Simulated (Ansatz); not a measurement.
H$_{5}$GeSi (SMILES [SiH2][GeH3]), doublet, geometry from GFN2-xTB. Base run: Ansatz (an electronic-structure program) with SVWN5/6-31G*.

Geometry (Å):
```xyz
7

Si     1.5826    -0.1488     0.2285
Ge    -0.7074     0.0652    -0.0694
H      2.3571     0.9728    -0.3094
H      2.1474    -1.3859    -0.3168
H     -1.5041    -0.3190     1.1473
H     -1.1617     1.4705    -0.3398
H     -1.3585    -0.7402    -1.1610
```
Charge 0, spin multiplicity 2.
Orbitals are unrestricted.
All else is at Ansatz's defaults.
Base energy -2364.77964 Eh.

The base run was repeated with changes; each row names its change, and settings that it needs were set with it.

```
change                                                             ΔE vs base (µEh)
-----------------------------------------------------------------  ----------------
base                                                                            0.0
forces = on                                                                     0.0
lower_state_search = full                                                       0.0
accuracy = high                                                                 1.2
point_charge = charge:-1.0 position_ang:-3.6578, -3.5687, -1.3986             -2938
nuclear_model = gaussian                                                       8572
fitting.mean_field = def2-universal-JKFIT                                     -66.8
final_grid = 4, 8, 17                                                          26.3
lower_state_search = off                                                        0.0
point_charge = charge:0.5 position_ang:5.213, -1.9681, 0.2055                  -798
final_grid = 10, 20, 41                                                        -0.4
```
